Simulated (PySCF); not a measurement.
## Stationary points of TeS(OH)2

Computed with PBE0 in PySCF with Te def2-SVP with ECP28, S def2-SVP, O def2-SVP, H def2-SVP; scalar-relativistic core potentials, no spin–orbit coupling; density-fitted integrals.

Relaxations began from a few typed shapes. The search is not exhaustive: other isomers or separated fragments can lie lower, and high-lying points may rest on an excited occupation.

| spin | group | bonds | angles | imaginary modes (cm⁻¹) | ΔE (kJ/mol) | ΔE with ZPE (kJ/mol) |
| --- | --- | --- | --- | --- | --- | --- |
| singlet | Cs | O–H 0.971 Å (×2), Te–O 1.977 Å (×2), Te–S 2.229 Å | H–O–Te 107.5° (×2), O–Te–O 97.8°, O–Te–S 102.6° (×2) | none | 0.0 | 0.0 |
| singlet | C1 | O–H 0.970 Å (×2), Te–O 1.982 Å, Te–O 1.988 Å, Te–S 2.215 Å | H–O–Te 107.9°, H–O–Te 109.3°, O–Te–O 95.3°, O–Te–S 101.0°, O–Te–S 105.0° | none | 12.3 | 11.4 |
| singlet | C2v | O–H 0.969 Å (×2), Te–O 2.039 Å (×2), Te–S 2.239 Å | H–O–Te 114.6° (×2), O–Te–O 173.2°, O–Te–S 93.4° (×2) | 1 found | 111.6 | – |
| singlet | Cs | O–H 0.969 Å (×2), Te–O 2.044 Å, Te–O 2.057 Å, Te–S 2.226 Å | H–O–Te 109.3°, H–O–Te 113.8°, O–Te–O 175.0°, O–Te–S 91.0°, O–Te–S 94.0° | 167i | 130.6 | – |

The lowest minimum found is the singlet Cs: O–H 0.971 Å (×2), Te–O 1.977 Å (×2), Te–S 2.229 Å; H–O–Te 107.5° (×2), O–Te–O 97.8°, O–Te–S 102.6° (×2).
